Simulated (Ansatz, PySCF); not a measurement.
C2HO (SMILES [CH-]=C=O), charge -1, singlet, geometry from GFN2-xTB, with bond 4-2 at 1.8 times its length. Base run: CASSCF(4,5)/cc-pVDZ (PySCF).

PySCF was given this input:
```python
from pyscf import gto, scf, mcscf
import numpy

mol = gto.M(
    atom='''
C     0.017882   -0.126888   -1.227557
C     0.012039   -0.079027   -0.004614
H     0.100932   -0.678824   -2.129085
O    -0.072734    0.493942    2.146165
''',
    basis='cc-pvdz',
    charge=-1,
    spin=0,
    verbose=4,
)

mf = scf.RHF(mol)
mf.kernel()
mc = mcscf.CASSCF(mf, 5, 4)
mc.fix_spin_(ss=0.0)
mc.kernel()
occ = numpy.linalg.eigvalsh(mc.fcisolver.make_rdm1(mc.ci, mc.ncas, mc.nelecas))[::-1]
ss = mc.fcisolver.spin_square(mc.ci, mc.ncas, mc.nelecas)[0]
print('natural occupations', occ.round(4), ' <S^2>', round(ss, 4))
```

Programs used: Ansatz (an electronic-structure program), PySCF; a row that names a program was run with it.

Each row names what was changed in the base input (with any setting that the change needs).

| change | ΔE vs base (mEh) | natural occupations | <S^2> of the state |
|---|---|---|---|
| base | 0.000 | 1.94 1.93 0.07 0.06 0.00 | 0.00 |
| orbitals = fixed (CASCI) | 57.773 | 2.00 1.96 0.04 0.00 0.00 | 0.00 |
| active space = 10 electrons, 9 orbitals | -65.559 | 1.99 1.98 1.93 1.92 1.85 0.16 0.08 0.07 0.01 | 0.00 |
| code = ansatz | -0.287 | - | - |
| fix_spin_ = off | 0.000 | 1.94 1.93 0.07 0.06 0.00 | 0.00 |
| start = MP2 natural orbitals | 0.000 | 1.94 1.93 0.07 0.06 0.00 | 0.00 |
| orbitals = fixed (CASCI); correction = SC-NEVPT2 | -338.8 | 2.00 1.96 0.04 0.00 0.00 | 0.00 |
| solver = newton | 0.000 | 1.94 1.93 0.07 0.06 0.00 | 0.00 |
| active space = 6 electrons, 5 orbitals | 1.009 | 2.00 1.92 1.87 0.14 0.08 | 0.00 |
| active space = 2 electrons, 4 orbitals | 40.371 | 1.93 0.06 0.00 0.00 | 0.00 |
| correction = SC-NEVPT2 | -343.4 | 1.94 1.93 0.07 0.06 0.00 | 0.00 |

Active orbitals are taken around the Fermi level unless the row says otherwise; CASSCF can end in different local minima, and two programs can end on different orbitals. State-averaged rows give the lowest state.
